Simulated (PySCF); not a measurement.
Compound: C3H6O4S.
Geometry (GFN2-xTB, Å), atoms numbered from 1 in this order:
```
atom  x, y, z in Å
C1     1.5081    0.6034   -0.3396
C2     0.6143   -0.5152    0.1778
C3    -0.4264    0.0062    1.2153
O4    -1.6974   -0.3589    0.7381
S5    -1.5731   -0.3628   -0.8625
O6    -2.5560   -1.1923   -1.4394
O7    -1.4309    0.9758   -1.3170
O8    -0.1474   -1.0852   -0.8715
H9     2.2067    0.2055   -1.0708
H10    0.8909    1.3591   -0.8198
H11    2.0644    1.0461    0.4827
H12    1.2122   -1.3327    0.5952
H13   -0.3662    1.0968    1.2896
H14   -0.2999   -0.4464    2.1998
```

The calculation used TDDFT wB97X-D/def2-SVPD, vertical, gas phase, core orbitals frozen in the response (PySCF 2.14.0, density-fitted response routines).

Ground-to-excited transition dipoles (e·a0, same axes as the geometry; the sign carries no meaning), for the states with f of 0.002 or more among the lowest 8:

```json
{"state": "S2", "E (eV)": "8.515", "μx": "-0.098", "μy": "-0.081", "μz": "-0.077"}
{"state": "S3", "E (eV)": "8.850", "μx": "-0.202", "μy": "0.051", "μz": "0.013"}
{"state": "S5", "E (eV)": "9.320", "μx": "0.081", "μy": "-0.341", "μz": "0.020"}
{"state": "S6", "E (eV)": "9.346", "μx": "0.099", "μy": "0.119", "μz": "0.046"}
{"state": "S7", "E (eV)": "9.469", "μx": "0.126", "μy": "0.015", "μz": "-0.097"}
{"state": "S8", "E (eV)": "9.548", "μx": "-0.021", "μy": "0.046", "μz": "0.100"}
```

(1) Work out the oscillator strengths.

(2) Which bond between heavy atoms lies closest to the direction of the S5 transition dipole?

(3) What peak molar absorption coefficient would the strongest computed level give as a lone Gaussian band 0.4 eV wide at half height?

## Answers

(1) f = (2/3) ΔE |μ|² with ΔE in hartree (27.2114 eV).

| state | \|μ\|² (au) | \|μ\| (D) | f |
| --- | --- | --- | --- |
| S2 | 0.022 | 0.38 | 0.005 |
| S3 | 0.044 | 0.53 | 0.009 |
| S5 | 0.123 | 0.89 | 0.028 |
| S6 | 0.026 | 0.41 | 0.006 |
| S7 | 0.026 | 0.41 | 0.006 |
| S8 | 0.013 | 0.28 | 0.003 |

(2) S5–O7, at 24° from it; next S5–O8 at 50°.

(3) ε(max) = 2.175×10⁸ f / FWHM, with the width in cm⁻¹. S5: 2.175×10⁸ × 0.0281 / 3226 ≈ 1900 L mol⁻¹ cm⁻¹.

One conformer stands for the species.
